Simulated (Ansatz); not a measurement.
Two structures of SnH5SF, closed shell, reached by relaxing down either side of one saddle point (PBE0-D4/def2-TZVP). Energies are electronic, without zero-point energy. Computed with Ansatz 0.2.0 (basis: def2-TZVPP and def2-QZVPP); correlated methods freeze the cores. Filled d shells of the heavier atoms are correlated. Core potentials replace the inner electrons of the atoms past krypton. The def2 sets are not built for correlating such inner shells, so the correlated values are less sure here. Extrapolation: Hartree–Fock as exp(−7.88 √X), correlation as X^−2.97. First:

Sn1  (-1.087, -0.869, 0.010)
F2  (0.489, -0.948, 1.136)
H3  (-0.545, -1.254, -1.551)
H4  (-2.094, -2.060, 0.695)
H5  (-1.692, 0.706, 0.199)
H6  (1.823, 0.551, 0.228)
S7  (1.769, 1.452, -0.769)
H8  (1.336, 2.421, 0.052)
(Å)

Second:

Sn1  (-1.039, -0.122, -0.482)
F2  (1.930, -1.342, 1.063)
H3  (-0.658, -1.385, -1.548)
H4  (-1.387, -0.644, 1.096)
H5  (-2.277, 0.876, -1.095)
H6  (1.824, -0.497, 0.663)
S7  (0.994, 1.212, -0.394)
H8  (0.612, 1.901, 0.695)
(Å)

Task: Which bonds change from the first to the second?

Result: SnH₃F ([F][SnH3]) + H₂S → SnH₄S ([SH][SnH3]) + HF; bonds formed: Sn1–S7, F2–H6; bonds broken: Sn1–F2, H6–S7.

Task: Give the saddle point's structure and its height above each. (Judge from chemistry; the value comes from the calculation.)

Result: Computed: 84.3 kJ/mol above the first and 102.0 kJ/mol above the second (CCSD(T) at an estimated basis limit (MP2 extrapolated from triple and quadruple zeta, plus CCSD(T) − MP2 in triple zeta)).
```csv
atom,x (Å),y (Å),z (Å)
Sn1,-0.8191,-0.4904,-0.1899
F2,0.9138,-0.8472,1.0956
H3,-0.5849,-1.1858,-1.7226
H4,-1.5108,-1.6329,0.8803
H5,-1.7629,0.9287,-0.1010
H6,1.4403,0.0159,0.5006
S7,1.3688,1.1229,-0.6496
H8,0.9547,2.0887,0.1865
```

The T1 diagnostic stays at or below 0.014.

Exchanges of this kind with a chalcogen hydride build sulfide and selenide films.

Labels in which every atom is bracketed show which atoms are joined, not bond orders.

For scale, one of the runs: CCSD(T)/def2-TZVPP, 193 basis functions, launched by `ansatz run in.yaml --threads 4 --pin off --events-out ev --progress --plain --max-ram 9574MiB`. Hardware: 4 CPU threads of an Arm Neoverse V2, shared host. Wall time 66 s; peak host memory 2.4 GiB.
